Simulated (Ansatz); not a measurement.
Wavefunction ladder for `NC(O)(F)O[SiH3]`

Cartesian coordinates in Å:
```
N 1.333 1.050 -1.119
C 0.480 0.601 -0.078
O 1.168 -0.163 0.834
F 0.013 1.740 0.546
O -0.602 -0.117 -0.503
Si -1.493 -1.135 0.475
H 1.601 0.264 -1.698
H 0.851 1.731 -1.691
H 1.971 0.315 1.063
H -2.736 -1.371 -0.296
H -0.786 -2.419 0.690
H -1.801 -0.495 1.776
```

Charge 0, multiplicity 1. Geometry: relaxed with PBE0-D4/def2-TZVP. It is one conformer, not always the lowest. Frozen core, restricted reference, Ansatz. CBS rows extrapolate triple and quadruple zeta; past MP2 they add the triple-zeta difference.

| basis | HF (Eh) | MP2 corr. | CCSD corr. | (T) | CCSD(T) total |
| --- | --- | --- | --- | --- | --- |
| def2-TZVPP | -634.13057 | ? | -1.25292 | ? | ? |
| def2-QZVPP | -634.15544 | ? | – | – | – |
| CBS(def2) | -634.15887 | -1.39255 | ? | as TZ | ? |

**Question.** Fill in the withheld values. (Estimate.)

**Answer.** Ansatz gave: def2-TZVPP MP2 corr.: -1.22064; def2-TZVPP (T): -0.04473; def2-TZVPP CCSD(T) total: -635.42822; def2-QZVPP MP2 corr.: -1.31940; CBS(def2) CCSD corr.: -1.42483; CBS(def2) CCSD(T) total: -635.62843.
